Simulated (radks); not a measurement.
Q: All-electron atom: Zn+ in [Ar] 3d9 4s2 (not the ground configuration). Method: scalar-relativistic Kohn-Sham, PBE, spin-unpolarised, spherical densities, finite nucleus; Fermi nuclear charge, rms radius 3.9283 fm; computed with a radial shooting solver on a logarithmic mesh with Libxc functionals. Some entries of the table are withheld. Estimate them.

orbital  occ.  eigenvalue (hartree)  <r^2> (bohr^2)  <1/r> (bohr^-1)
1s          2             -350.6997             (1)            30.23
2s          2             -43.23010         0.06036            6.586
2p          6             -37.55768         0.04821            6.461
3s          2              -5.37878          0.5301            2.099
3p          6                   (2)          0.5896              (3)
3d          9                   (4)          0.9263            1.579
4s          2              -0.58404           5.950           0.5722

A: 
(1) 1s <r^2> (bohr^2): 0.003405
(2) 3p eigenvalue (hartree): -3.68831
(3) 3p <1/r> (bohr^-1): 1.949
(4) 3d eigenvalue (hartree): -0.96703
